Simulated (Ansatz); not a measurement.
```yaml
atoms:
  - { symbol: N, position_ang: [0.0000, 0.0000, -0.7918] }
  - { symbol: S, position_ang: [0.0000, 0.0000, 0.7918] }
```

Basis set: 6-31G (spherical functions). Left uncorrelated: 6 orbitals. Correlation on ROHF uses semicanonical orbitals with singles. Charge 0, multiplicity 2.

Computed with Ansatz (development build ahead of 0.2.0); the reference of a correlated method needn't be the lowest determinant of its kind.

**Question.** Give the atomization energy at this shape (free ground-state atoms in the same class of orbitals less the molecule, no zero-point energy) of doublet NS by UHF-BCCD(T), ROHF-CCSD(T), UHF-CCSD(T).

**Answer.**

| method | atomization energy |
| --- | --- |
| UHF-BCCD(T) | 50.32 kcal/mol |
| ROHF-CCSD(T) | 50.36 kcal/mol |
| UHF-CCSD(T) | 49.88 kcal/mol |

Caution: the reference determinant was not shown to be the lowest.

This basis has no polarisation functions and is too small for such energies, which can lie far from measured ones in either direction.
